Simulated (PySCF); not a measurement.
# Correlation energy of Rh⁺ (rhodium, charge +1)

[Kr] 4d7 5p1, one real determinant (an excited configuration). Calculation: PySCF 2.14, in aug-cc-pwCVTZ-DK (11s10p8d4f3g, 136 functions); the spin-free X2C one-electron Hamiltonian (Gaussian nucleus). Frozen: [Kr]; 8 electrons correlated.

MP2 pair energies summed by pair of shells (mhartree):

```json
{"pair": "4d-4d", "energy": "-163.39", "share (%)": "88.4"}
{"pair": "4d-5p", "energy": "-21.38", "share (%)": "11.6"}
```

Total MP2 correlation energy: -184.77 mhartree.

Same-spin part -81.85 and opposite-spin part -102.92 mhartree; SCS-MP2 scales them by 1/3 and 6/5 to -150.79 mhartree.

The reference is one real determinant that mixes LS terms of this configuration.
